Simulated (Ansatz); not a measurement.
The Si1–H2 bond of BrHSi (SMILES [SiH]Br) is stretched (multiplicity 1, the rest rigid).
Geometry at rest (charge 0, multiplicity 1):
```xyz
3

Si    -0.8967    -0.7610     1.0622
H     -1.8925    -1.2293     0.0078
Br     0.4128     0.3395    -0.4251
```

Cores are frozen in the correlated methods. Filled d and f shells under p-block atoms count as core.

Run with Ansatz (a quantum-chemistry and plane-wave program). 

Energies above the point at 1.524 Å (the B3LYP-D3(BJ) bond length), FIC-MRCISD+Q on CASSCF(2,2)/def2-TZVPP (kcal/mol): 4.70 at 1.372 Å; 3.47 at 1.676 Å; 75.12 at 4.877 Å.

### Question
Take the last value as the depth D of a Morse curve D(1 − e^(−a(R − R₀)))², fit a and R₀ to the two near points, and test it at 2.057 and 2.667 Å.

### Answer

With D = 75.1, both near points (counted from the curve's value at 1.524 Å) are met by a = 1.53 Å⁻¹ and R₀ = 1.518 Å, so k = 2Da² = 350 kcal/(mol Å²). The curve then gives 23.6 and 51.3 kcal/mol; the level itself gives 24.3 and 55.0, so Morse is off by -0.7 and -3.7.
